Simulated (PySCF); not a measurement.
PBE on Br⁻ (bromine, charge -1), [Kr], closed-shell 1S. Computed with PySCF 2.14 in aug-cc-pVQZ-PP with ECP10MDF, with a scalar-relativistic core potential.

```
cycle= 1 E= -416.932098499391  delta_E= -0.0112  |g|= 0.0896  |ddm|= 0.973
cycle= 2 E= -416.931476732142  delta_E= 0.000622  |g|= 0.0906  |ddm|= 0.275
cycle= 3 E= -416.932940687011  delta_E= -0.00146  |g|= 0.0143  |ddm|= 0.196
cycle= 4 E= -416.933072908397  delta_E= -0.000132  |g|= 0.00129  |ddm|= 0.0398
cycle= 5 E= -416.933074373481  delta_E= -1.47e-06  |g|= 1e-05  |ddm|= 0.00299
cycle= 6 E= -416.933074373542  delta_E= -6.06e-11  |g|= 3.32e-07  |ddm|= 5.87e-05
converged SCF energy = -416.933074373542  <S^2> = -2.8421709e-14  2S+1 = 1
```

Highest occupied orbital energy: 0.115 eV; ⟨L²⟩ = 0.00; populations by l: s 4.00, p 12.00, d 10.00, f 0.00.

Question: Can this result be used?

Answer: With care. The run converged. Energies and moments cover only the electrons outside the core potential. At PBE the highest occupied level has a positive energy, so only the finite basis holds that electron; in a semilocal or global hybrid functional this comes from self-interaction and does not mean that the real anion is unbound.
